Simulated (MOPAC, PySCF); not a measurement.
[Hf(H)4], neutral singlet in the gas phase. 

Z-matrix (Å, degrees):
```
Hf
H 1 1.8469
H 1 1.8469 2 109.47
H 1 1.8469 2 109.47 3 -120.00
H 1 1.8469 2 109.47 3 120.00
```
Charge 0, spin multiplicity 1.

All levels are single points at this geometry (r2SCAN-D4/def2-SVP); Pople sets use spherical d functions. Orbital energies aren't observables, and empty levels follow the basis.

```csv
level,HOMO (eV),LUMO (eV),gap (eV),dipole (D),"vertical IE, Delta-SCF (eV)"
B3LYP-D3(BJ)/def2-TZVP in PySCF,-8.27,-2.34,5.93,0.00,–
TPSSh-D3(BJ)/def2-TZVP in PySCF,-7.89,-2.47,5.42,0.00,–
B3LYP/6-311+G** (LANL2DZ on Hf) in PySCF,-8.50,-2.69,5.81,0.00,–
B3LYP/6-31G* (LANL2DZ on Hf) in PySCF,-8.59,-2.77,5.82,0.00,11.20
BP86/6-31G* (LANL2DZ on Hf) in PySCF,-7.60,-3.63,3.96,0.00,–
M06-2X/6-31G* (LANL2DZ on Hf) in PySCF,-9.95,-1.75,8.20,0.00,–
PBE/6-31G* (LANL2DZ on Hf) in PySCF,-7.46,-3.48,3.99,0.00,–
SVWN5/6-31G* (LANL2DZ on Hf) in PySCF,-7.47,-3.77,3.70,0.00,–
PM7 in MOPAC,-13.07,1.93,15.00,0.00,–
```
